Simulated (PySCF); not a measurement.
H₅NO₃Si, SMILES N[Si](O)(O)O.

Geometry optimised at ωB97X-D3(BJ)/def2-SVP. The geometry has at least one imaginary mode, so it is a saddle point at that level. Other conformers were not sampled.

Calculation: CAM-B3LYP/def2-TZVP run with PySCF.

The molecule is in vacuum.

```json
{
 "total_energy": "-573.18317 hartree",
 "highest_occupied_level": "-9.41 eV",
 "lowest_empty_level": "1.14 eV",
 "orbital_gap": "10.55 eV",
 "dipole_moment": "2.25 D",
 "quadrupole, principal values (traceless, Buckingham form, about the centre of nuclear charge)": "-4.90, 0.67, 4.24 D·Å",
 "mean_static_polarisability": "39.7 bohr³ (5.88 Å³)",
 "polarisability_principal_values": "38.4, 38.8, 41.7 bohr³"
}
```
